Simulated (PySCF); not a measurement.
Species: C₃H₃F₂NSi.
Numbering: `[N:1]#[C:2]/[CH:3]=[CH:4]\[SiH:5]([F:6])[F:7]` (hydrogens: H8 on C3; H9 on C4; H10 on Si5)

Structure used (GFN2-xTB), in Å, numbered top down from 1:
```xyz
10
C3H3F2NSi angstrom
N      1.484    2.247   -1.030
C      1.450    1.216   -0.529
C      1.435   -0.052    0.087
C      0.313   -0.722    0.358
Si    -1.442   -0.153    0.000
F     -2.176   -1.361   -0.749
F     -2.220   -0.104    1.397
H      2.416   -0.445    0.327
H      0.416   -1.692    0.834
H     -1.669    1.071   -0.717
```

Computed at PBE0/pcSseg-1 (PySCF, non-relativistic), with Q(14N) = 0.02044 b: N1, 14N (I = 1): χzz = -4.814 MHz, η = 0.016.

(1) Find the zero-field quadrupole resonance frequencies of 14N at N1.

## Answers

(1) From ν± = (3/4)|χ|(1 ± η/3) and ν0 = |χ|η/2: ν+ 3.630 MHz, ν− 3.591 MHz, ν0 0.040 MHz (nitrile nitrogen).

In a crystal, neighbours and librations shift these lines. One conformer (not necessarily the lowest) at the GFN2-xTB geometry, without solvent, vibrations or thermal averaging. GFN2-xTB bond lengths can be off by several hundredths of an ångström, more for odd bonds, and the gradients follow them. The basis is small and wasn't made for field gradients, so the couplings can be 20 % off.
